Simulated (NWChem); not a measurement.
System: CH3Zn cation; SMILES [CH3][Zn+]

Program: NWChem. Pople sets run with spherical d functions. The geometry was optimised at PBE0/def2-SVP. Vertical excitations in the gas phase; the lowest state need not have the same character in each row.

For level PBE0/6-31G*, TDA:

```
Quantity          Value
----------------  -----
orbital gap (eV)   5.47
```

Question: Estimate the same quantities for level LDA (Slater exchange, VWN5)/6-31G*, TDA.

Answer: 
- orbital gap (eV): 3.75
